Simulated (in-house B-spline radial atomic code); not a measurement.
Values are calculated unless marked as measured or tabulated.
# Ghost states of the separable form: Rb

Rb, [Kr] 5s1, non-relativistic LDA (VWN5), spherical and spin-unpolarised, from a B-spline radial code for spherical atoms (atomic units; all potentials screened as in the neutral atom).

Troullier-Martins channels: 5s (ε = -0.0854, r_c = 3.287 bohr), 4p (ε = -0.5922, r_c = 1.2 bohr). In the Kleinman-Bylander form one channel serves as the local potential, and each other channel l becomes |δV u><u δV|/<u|δV|u>, with δV = V_l − V_local and u the pseudo-orbital. Its strength is E_KB = <u|δV²|u>/<u|δV|u>. By the analysis of Gonze, Stumpf and Scheffler a spurious state lies below the reference level ε if E_KB > 0 and ε is above the second level of the local potential alone, or if E_KB < 0 and ε is above its first. The table's levels are those of angular momentum l in a sphere of 9 bohr, whose wall can lift a shallow ε a little above its free-atom value.

```
local  channel  <u δV u>  <u δV² u>        ε  first local level  second local level
    s        p   -1.6678     3.7074  -0.5922            -0.0121              0.2569
    p        s  0.070785   0.099063  -0.0734            -1.6565             -0.2220
```

Q: Apply the rule to each row.

A: Local s, channel p: E_KB = -2.22, so ε = -0.5922 is set against -0.0121: no ghost. Local p, channel s: E_KB = +1.4, so ε = -0.0734 is set against -0.2220: a ghost.

Diagonalising the separable Hamiltonian gives:

| local | channel | three lowest levels | all-electron, two lowest valence levels |
| --- | --- | --- | --- |
| s | p | -0.5922, 0.0213, 0.3363 | -0.5922, 0.0071 |
| p | s | -0.8893, -0.0734, 0.1836 | -0.0734, 0.1879 |

Q: Which choices of local channel are safe?

A: Free of ghosts: s. With p local the s channel has a ghost 0.82 hartree below ε, since the local potential binds more than one state below ε, and a repulsive term of rank one raises each level at most to the next, so it clears only one of them. Among the safe choices the second level, which tests transfer, is off by at most 14.2 millihartree (s local).
